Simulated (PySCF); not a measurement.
Isomers of C5H4O2S, mass 127.993 u with the commonest isotopes. Theory: PBE0-D3(BJ)/def2-SVP geometry optimisation, gas phase (PySCF 2.14.0). One conformer each, none proved a minimum here; rigid rotors.

Question: Order these by dipole moment, smallest first.
A. `[O:1]=[c:2]1[cH:3][cH:4][s:5][c:6]([OH:7])[cH:8]1` with S5–C6–O7–H 180°
B. `[O:1]=[CH:2][O:3][c:4]1[cH:5][cH:6][cH:7][s:8]1` with O1–C2–O3–C4 0°, C2–O3–C4–C5 -1°
C. `[O:1]=[C:2]([OH:3])[c:4]1[cH:5][cH:6][cH:7][s:8]1` with O1–C2–O3–H 0°, O1–C2–C4–C5 0°

Answer: B (1.09 D), C (1.78 D), A (3.09 D).

Question: Order these by rotational constant A, smallest first.
A. `[O:1]=[CH:2][O:3][c:4]1[cH:5][cH:6][cH:7][s:8]1` with O1–C2–O3–C4 0°, C2–O3–C4–C5 -1°
B. `[O:1]=[C:2]([OH:3])[c:4]1[cH:5][cH:6][cH:7][s:8]1` with O1–C2–O3–H 0°, O1–C2–C4–C5 0°
C. `[O:1]=[c:2]1[cH:3][cH:4][s:5][c:6]([OH:7])[cH:8]1` with S5–C6–O7–H 180°

Answer: C (2920 MHz), B (3761 MHz), A (4244 MHz).

Question: Order these by rotational constant B, smallest first.
A. `[O:1]=[C:2]([OH:3])[c:4]1[cH:5][cH:6][cH:7][s:8]1` with O1–C2–O3–H 0°, O1–C2–C4–C5 0°
B. `[O:1]=[CH:2][O:3][c:4]1[cH:5][cH:6][cH:7][s:8]1` with O1–C2–O3–C4 0°, C2–O3–C4–C5 -1°
C. `[O:1]=[c:2]1[cH:3][cH:4][s:5][c:6]([OH:7])[cH:8]1` with S5–C6–O7–H 180°

Answer: B (1285 MHz), A (1433 MHz), C (1612 MHz).

| SMILES | point group | Ia (u·Å²) | Ib (u·Å²) | Ic (u·Å²) | κ | μa (D) | μb (D) | μc (D) |
| --- | --- | --- | --- | --- | --- | --- | --- | --- |
| O=COc1cccs1 | Cs | 119.09 | 393.39 | 512.47 | -0.82 | 0.81 | 0.73 | 0.01 |
| O=C(O)c1cccs1 | Cs | 134.37 | 352.64 | 487.01 | -0.71 | 1.54 | 0.89 | 0.01 |
| O=c1ccsc(O)c1 | Cs | 173.05 | 313.43 | 486.48 | -0.39 | 3.07 | 0.30 | 0.01 |
